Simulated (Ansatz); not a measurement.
The cluster HfSi3⁻ (the lowest doublet isomer of a short search) was relaxed with PBE-D4 (def2-SVPD) in Ansatz in these states: charge -1 doublet, charge -1 quartet. The geometries follow in no particular order.

In the def2 sets Hf takes a core potential; there is no spin–orbit coupling.

A:

```tsv
atom	x (Å)	y (Å)	z (Å)
Hf1	-0.5463	1.3819	-0.2013
Si2	-1.1049	-0.9773	0.4760
Si3	0.4580	-0.6117	-1.3569
Si4	1.1932	0.2072	1.0822
```

B:

Cartesian coordinates in Å:
```
Hf 1.2942 0.8172 0.4910
Si 0.1501 -1.4809 0.3145
Si -1.2526 0.5112 0.6958
Si -0.1916 0.1525 -1.5014
```

Question: Judge from the bond lengths which geometry belongs to which state (an estimate).

Answer: A is the charge -1 doublet (Si2–Si4 2.656 Å, Hf1–Si4 2.460 Å, Hf1–Si3 2.514 Å); B is the charge -1 quartet (Si2–Si4 2.466 Å, Hf1–Si4 2.573 Å, Hf1–Si3 2.573 Å).

At PBE-D4/def2-SVPD the highest occupied level of the charge -1 doublet lies above zero (up to 0.50 eV). By energy differences its removal costs 1.68 eV (vertical, to the charge 0 triplet, at PBE-D4/def2-TZVPD). At PBE-D4/def2-SVPD the highest occupied level of the charge -1 quartet lies above zero (up to 0.39 eV). It is a level of α spin, whose loss leaves a triplet; that state wasn't run at this geometry and level. The electron is either unbound and held by the finite basis, or the level is raised by self-interaction error. These are the stationary points nearest to one start from a short search; other shapes may lie lower in each state.
